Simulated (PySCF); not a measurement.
C₃H₆OS, SMILES C1O[C@H](S1)C.

Geometry: PBE0-D3(BJ)/def2-SVP. The structure was generated by enumeration; whether it is a known compound was not checked.

Two levels are set side by side: PBE/def2-TZVP (PySCF) and r2SCAN/def2-TZVP (PySCF). Same geometry, gas phase. Differences are taken from unrounded values.

| quantity | PBE |
|---|---|
| orbital gap (eV) | 3.88 |
| highest occupied level (eV) | -5.30 |
| lowest empty level (eV) | -1.42 |
| dipole moment (D) | 0.43 |
| mean polarisability (bohr³) | 58.5 |

Problem. These are the PBE values. What does r2SCAN give? (The exact figures need the calculation; the answer reports its results.)

Solution. 
```tsv
quantity	r2SCAN	PBE minus r2SCAN
orbital gap (eV)	4.33	-0.45
highest occupied level (eV)	-5.53	0.23
lowest empty level (eV)	-1.21	-0.21
dipole moment (D)	0.48	-0.05
mean polarisability (bohr³)	57.3	1.3
```

Rough cost on one machine, each run with all the roots and properties that it gave: r2SCAN against PBE about 4 times.
